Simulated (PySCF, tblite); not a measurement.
C6H9OP.
SMILES with atom numbers: `[CH3:1][P:2]1(=[O:3])[CH:4]=[CH:5][CH2:6][CH:7]=[CH:8]1` (hydrogens: H9, H10, H11 on C1; H12 on C4; H13 on C5; H14, H15 on C6; H16 on C7; H17 on C8)

Cartesian coordinates in Å at the GFN2-xTB level; atoms count from 1:
```xyz
17
C6H9OP angstrom
C      2.1590   -0.4071   -0.2055
P      0.9440    0.5287    0.8069
O      1.5708    1.3048    1.8833
C     -0.0274    1.4924   -0.3729
C     -1.1163    0.9994   -0.9432
C     -1.6355   -0.3890   -0.7320
C     -1.3428   -0.9754    0.6142
C     -0.2770   -0.6888    1.3463
H      1.6800   -0.9778   -0.9947
H      2.8572    0.3109   -0.6324
H      2.7036   -1.0731    0.4616
H      0.2920    2.5143   -0.5256
H     -1.6987    1.6086   -1.6241
H     -1.1992   -1.0428   -1.4978
H     -2.7160   -0.3973   -0.8999
H     -2.0770   -1.6860    0.9749
H     -0.1238   -1.1094    2.3309
```

The calculation used CAM-B3LYP/def2-SVPD in PySCF (dipole) on a GFN2-xTB geometry, gas phase.

Masses are those of the commonest isotopes; rigid-rotor values at the optimised geometry. The values belong to one conformer with, in the numbering `[CH3:1][P:2]1(=[O:3])[CH:4]=[CH:5][CH2:6][CH:7]=[CH:8]1`, C1–P2–C4–C5 88°, C4–C5–C6–C7 30°, C5–C6–C7–C8 -30°, C1–P2–C8–C7 -88°.

Give the principal moments of inertia and the rotational constants in MHz.

Ia = 175.39, Ib = 335.00, Ic = 372.13 u·Å²; 505379 MHz·u·Å²/I gives A = 2881, B = 1509, C = 1358 MHz.

What kind of rotor is it?

An asymmetric top. Ray's parameter κ = (2B − A − C)/(A − C) = -0.802; −1 is the prolate and +1 the oblate limit.

What does the inertial defect say?

Not planar: Δ = Ic − Ia − Ib = -138.26 u·Å². For a rigid frame Δ = −2 Σ m c², so Σ m c² = 69.13 u·Å² lies off the ab plane: 15.70 from hydrogen and 53.43 from heavier atoms. The atom farthest from that plane is 2.34 Å away.

Give the other two planar moments, Paa and Pbb, and the rms extents of the mass along the axes.

Paa = Σ m a² = (Ib + Ic − Ia)/2 = 265.87 and Pbb = Σ m b² = (Ia + Ic − Ib)/2 = 106.26 u·Å². With the mass M = 128.04 u, the rms extents √(P/M) along a, b and c are 1.44, 0.91, 0.73 Å.

Where do the levels up to J = 5 lie, in K?

Above 0(0,0), as E/k:
J = 1: 1(0,1) 0.138, 1(1,1) 0.203, 1(1,0) 0.211
J = 2: 2(0,2) 0.412, 2(1,2) 0.471, 2(1,1) 0.493, 2(2,1) 0.691, 2(2,0) 0.691
J = 3: 3(0,3) 0.823, 3(1,3) 0.873, 3(1,2) 0.916, 3(2,2) 1.103, 3(2,1) 1.106, 3(3,1) 1.451, 3(3,0) 1.451
J = 4: 4(0,4) 1.368, 4(1,4) 1.408, 4(1,3) 1.480, 4(2,3) 1.653, 4(2,2) 1.662, 4(3,2) 2.003, 4(3,1) 2.003, 4(4,1) 2.488, 4(4,0) 2.488
J = 5: 5(0,5) 2.045, 5(1,5) 2.075, 5(1,4) 2.183, 5(2,4) 2.340, 5(2,3) 2.359, 5(3,3) 2.692, 5(3,2) 2.693, 5(4,2) 3.177, 5(4,1) 3.177, 5(5,1) 3.802, 5(5,0) 3.802

Predict some low-J microwave lines.

The dipole components are |μa| = 4.68 D, |μb| = 0.00 D, |μc| = 2.87 D; the mirror of this Cs structure is the ac plane, so μb vanishes by symmetry (the 0.01 D computed is a residue) and there are no b-type lines. The squared components, which scale the intensities, stand as 1.00 : 0.38 (a : c). Some lines, for components of 0.1 D or more:

```json
{"type": "a", "branch": "Q", "J(Ka,Kc)": "2(1,1) ← 2(1,2)", "MHz": "452", "lower level (cm⁻¹)": "0.328"}
{"type": "a", "branch": "Q", "J(Ka,Kc)": "3(1,2) ← 3(1,3)", "MHz": "902", "lower level (cm⁻¹)": "0.607"}
{"type": "c", "branch": "Q", "J(Ka,Kc)": "3(1,3) ← 3(0,3)", "MHz": "1048", "lower level (cm⁻¹)": "0.572"}
{"type": "c", "branch": "Q", "J(Ka,Kc)": "2(1,2) ← 2(0,2)", "MHz": "1234", "lower level (cm⁻¹)": "0.286"}
{"type": "c", "branch": "Q", "J(Ka,Kc)": "1(1,1) ← 1(0,1)", "MHz": "1373", "lower level (cm⁻¹)": "0.096"}
{"type": "a", "branch": "R", "J(Ka,Kc)": "1(0,1) ← 0(0,0)", "MHz": "2867", "lower level (cm⁻¹)": "0.000"}
{"type": "c", "branch": "Q", "J(Ka,Kc)": "3(2,2) ← 3(1,2)", "MHz": "3900", "lower level (cm⁻¹)": "0.637"}
{"type": "c", "branch": "Q", "J(Ka,Kc)": "2(2,1) ← 2(1,1)", "MHz": "4119", "lower level (cm⁻¹)": "0.343"}
{"type": "c", "branch": "R", "J(Ka,Kc)": "1(1,0) ← 0(0,0)", "MHz": "4390", "lower level (cm⁻¹)": "0.000"}
{"type": "a", "branch": "R", "J(Ka,Kc)": "2(0,2) ← 1(0,1)", "MHz": "5722", "lower level (cm⁻¹)": "0.096"}
{"type": "a", "branch": "R", "J(Ka,Kc)": "2(1,1) ← 1(1,0)", "MHz": "5884", "lower level (cm⁻¹)": "0.146"}
{"type": "c", "branch": "Q", "J(Ka,Kc)": "3(3,1) ← 3(2,1)", "MHz": "7190", "lower level (cm⁻¹)": "0.769"}
{"type": "c", "branch": "R", "J(Ka,Kc)": "2(1,1) ← 1(0,1)", "MHz": "7407", "lower level (cm⁻¹)": "0.096"}
{"type": "a", "branch": "R", "J(Ka,Kc)": "3(1,3) ← 2(1,2)", "MHz": "8367", "lower level (cm⁻¹)": "0.328"}
{"type": "a", "branch": "R", "J(Ka,Kc)": "3(0,3) ← 2(0,2)", "MHz": "8554", "lower level (cm⁻¹)": "0.286"}
{"type": "a", "branch": "R", "J(Ka,Kc)": "3(2,1) ← 2(2,0)", "MHz": "8646", "lower level (cm⁻¹)": "0.480"}
{"type": "a", "branch": "R", "J(Ka,Kc)": "3(1,2) ← 2(1,1)", "MHz": "8818", "lower level (cm⁻¹)": "0.343"}
{"type": "c", "branch": "R", "J(Ka,Kc)": "2(2,0) ← 1(1,0)", "MHz": "10014", "lower level (cm⁻¹)": "0.146"}
{"type": "c", "branch": "R", "J(Ka,Kc)": "2(2,1) ← 1(1,1)", "MHz": "10153", "lower level (cm⁻¹)": "0.141"}
{"type": "c", "branch": "R", "J(Ka,Kc)": "3(2,1) ← 2(1,1)", "MHz": "12777", "lower level (cm⁻¹)": "0.343"}
{"type": "c", "branch": "R", "J(Ka,Kc)": "3(2,2) ← 2(1,2)", "MHz": "13170", "lower level (cm⁻¹)": "0.328"}
{"type": "c", "branch": "R", "J(Ka,Kc)": "3(3,0) ← 2(2,0)", "MHz": "15837", "lower level (cm⁻¹)": "0.480"}
```

Its GFN2-xTB frequencies are all real (lowest 64 cm⁻¹). These are rigid-rotor constants of the computed structure; measured ground-state constants (B0) also hold zero-point vibration. A rigid rotor knows nothing of internal rotation, which can split or shift real lines.
